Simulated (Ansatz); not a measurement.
A nudged elastic band was laid between two geometries of a periodic cell of 17 atoms, LiBe$_{16}$ (host Be, host structure hcp, interstitial Li).

The calculation used Ansatz 0.2.0, DFT PBE, scalar-relativistic, plane waves, PAW. Settings: cutoff 420 eV, k mesh 5x5x3, fermi-dirac smearing 0.15 eV, no spin polarisation.

- movable images: 5
- climbing image: yes
- spring: 5.0 eV/Å²
- optimiser: quadratic models (default)
- start path: IDPP
- force threshold: 0.05 eV/Å
- iteration limit: 24
- end points: relaxed

Initial state:

```xyz
17
Lattice="-2.2900 -3.9664 0.0000 3.4350 -1.9832 0.0000 0.0000 0.0000 7.1769" Properties=species:S:1:pos:R:3
Be -0.088 -3.969 0.019
Be 1.085 -2.956 1.844
Be -0.089 -3.970 3.669
Be -0.197 -2.621 5.433
Be -1.395 -1.869 0.023
Be 2.894 -2.872 1.842
Be -1.395 -1.869 3.664
Be 2.136 -2.595 5.432
Be 0.882 -1.911 0.026
Be 1.260 -0.903 1.844
Be 0.881 -1.912 3.663
Be 1.022 -0.649 5.432
Be -0.031 0.055 0.014
Be 0.822 -4.836 1.843
Be -0.032 0.055 3.672
Be 0.997 -4.602 5.432
Li -0.748 -2.885 1.844
```

Final state:

```xyz
17
Lattice="-2.2900 -3.9664 0.0000 3.4350 -1.9832 0.0000 0.0000 0.0000 7.1769" Properties=species:S:1:pos:R:3
Be -0.020 -4.348 0.050
Be 0.225 -2.805 1.871
Be 0.096 -4.082 3.639
Be 0.225 -2.805 5.407
Be -1.958 -1.198 0.050
Be 2.486 -2.838 1.868
Be -1.026 -2.144 3.639
Be 2.486 -2.839 5.408
Be 0.644 -1.572 0.051
Be 1.210 -0.661 1.880
Be 1.265 -2.093 3.639
Be 1.209 -0.660 5.398
Be -0.269 -0.020 0.050
Be 1.186 -4.706 1.875
Be 0.073 -0.102 3.638
Be 1.186 -4.706 5.402
Li -0.980 -2.750 0.050
```

Problem. Which bonds break or form, and what moves?

Solution. Contacts lost: Be3–Li17, Be7–Li17. Contacts made: Be4–Li17, Be16–Li17. The atom that moves furthest is Li17, by 1.81 Å.

Problem. Give the energies along the band, and the barrier.

Solution. The forces met the threshold. The highest image is number 3 of 0 to 6, 0.62 eV above the ends, which have the same energy within 2 meV. The order of the stationary point at the top wasn't checked. Limits of this set-up: coarse k mesh.

| image | path coordinate (Å) | energy (eV) | Be3–Li17 (Å) | Be7–Li17 (Å) | Be4–Li17 (Å) |
| --- | --- | --- | --- | --- | --- |
| 0 | 0.00 | 0.00 | 2.22 | 2.18 | 3.64 |
| 1 | 0.61 | 0.09 | 2.37 | 2.19 | 3.50 |
| 2 | 1.22 | 0.42 | 2.72 | 2.32 | 3.12 |
| 3 | 1.82 | 0.62 | 3.14 | 2.58 | 2.72 |
| 4 | 2.42 | 0.41 | 3.52 | 3.04 | 2.40 |
| 5 | 3.02 | 0.09 | 3.84 | 3.45 | 2.22 |
| 6 | 3.62 | 0.00 | 3.98 | 3.64 | 2.18 |

Problem. What is the geometry of the highest image?

Solution. 
```xyz
17
Lattice="-2.2900 -3.9664 0.0000 3.4350 -1.9832 0.0000 0.0000 0.0000 7.1769" Properties=species:S:1:pos:R:3
Be 0.055 -4.248 0.074
Be 0.577 -2.853 2.135
Be -0.065 -3.951 3.760
Be 0.090 -2.729 5.644
Be -1.564 -1.538 -0.320
Be 2.510 -2.746 1.607
Be -1.241 -1.959 3.393
Be 2.398 -2.706 5.192
Be 0.896 -1.847 0.260
Be 1.093 -0.716 2.011
Be 1.107 -1.935 3.809
Be 1.182 -0.714 5.484
Be -0.043 -0.055 -0.141
Be 0.811 -4.790 1.975
Be -0.012 -0.030 3.618
Be 1.200 -4.681 5.330
Li -0.972 -2.821 0.973
```

Run time: 22 min on 1 thread of Arm Neoverse V1, on a shared host, peak memory 0.74 GiB.
